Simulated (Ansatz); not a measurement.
Geometry optimisation, Ansatz 0.2.0, RKS B3LYP-D4/def2-mTZVP.

Input:

```yaml
crystal:
  periodic: [false, false, false]
  atoms:
    - { symbol: Mg, position_ang: [-0.793799, -0.672543, -0.624237] }
    - { symbol: H, position_ang: [0.762528, -0.902241, 1.952582] }
    - { symbol: Cl, position_ang: [-0.031577, -2.507021, -1.605447] }
    - { symbol: H, position_ang: [-0.228783, 1.606745, -0.122671] }
    - { symbol: F, position_ang: [-2.1329, 0.561103, 0.017998] }
    - { symbol: H, position_ang: [0.814793, -0.355264, 1.530917] }
    - { symbol: O, position_ang: [0.45199, 0.935376, -0.310208] }
    - { symbol: H, position_ang: [1.157748, 1.333844, -0.838934] }
basis:
  gaussian: { orbitals: def2-mTZVP }
hamiltonian:
  xc: b3lyp
  dispersion: d4
relax:
  f_tol: 0.03
  max_steps: 50
```

Command:

```bash
$ ansatz run input.yaml --threads 2 --pin off --max-ram 3072MiB --backend cpu --events-out ev --progress --plain --runs-dir out
```

Question: Where does it end, and by what steps?

Answer: The run converged. After 16 steps the energy has fallen by 0.275 eV; H6 moved furthest, 0.92 Å.

```json
{"step": "0", "energy less start (eV)": "0.0000", "largest force component (eV/Å)": "1.719", "accepted": "yes"}
{"step": "1", "energy less start (eV)": "-0.1619", "largest force component (eV/Å)": "0.729", "accepted": "yes"}
{"step": "2", "energy less start (eV)": "-0.1880", "largest force component (eV/Å)": "1.047", "accepted": "yes"}
{"step": "3", "energy less start (eV)": "-0.2135", "largest force component (eV/Å)": "0.127", "accepted": "yes"}
{"step": "4", "energy less start (eV)": "-0.2176", "largest force component (eV/Å)": "0.135", "accepted": "yes"}
{"step": "5", "energy less start (eV)": "-0.2313", "largest force component (eV/Å)": "0.236", "accepted": "yes"}
{"step": "6", "energy less start (eV)": "-0.2348", "largest force component (eV/Å)": "0.477", "accepted": "yes"}
{"step": "7", "energy less start (eV)": "-0.2453", "largest force component (eV/Å)": "0.473", "accepted": "yes"}
{"step": "8", "energy less start (eV)": "-0.2500", "largest force component (eV/Å)": "0.436", "accepted": "yes"}
{"step": "9", "energy less start (eV)": "-0.2508", "largest force component (eV/Å)": "0.423", "accepted": "yes"}
{"step": "10", "energy less start (eV)": "-0.2620", "largest force component (eV/Å)": "0.080", "accepted": "yes"}
{"step": "11", "energy less start (eV)": "-0.2698", "largest force component (eV/Å)": "0.112", "accepted": "yes"}
{"step": "12", "energy less start (eV)": "-0.2638", "largest force component (eV/Å)": "0.208", "accepted": "no"}
{"step": "13", "energy less start (eV)": "-0.2714", "largest force component (eV/Å)": "0.300", "accepted": "yes"}
{"step": "14", "energy less start (eV)": "-0.2743", "largest force component (eV/Å)": "0.083", "accepted": "yes"}
{"step": "15", "energy less start (eV)": "-0.2749", "largest force component (eV/Å)": "0.031", "accepted": "yes"}
{"step": "16", "energy less start (eV)": "-0.2751", "largest force component (eV/Å)": "0.029", "accepted": "yes"}
```

```xyz
8
Properties=species:S:1:pos:R:3
Mg -0.562 -0.549 -0.293
H 0.631 -1.260 1.695
Cl 0.228 -2.290 -1.436
H -0.117 1.855 -0.396
F -1.804 0.450 0.530
H 0.151 -0.776 2.000
O 0.523 1.161 -0.634
H 0.950 1.409 -1.466
```

Time of the run: 36 s on 2 threads of Arm Neoverse V2, on a shared host, peak memory 0.18 GiB.
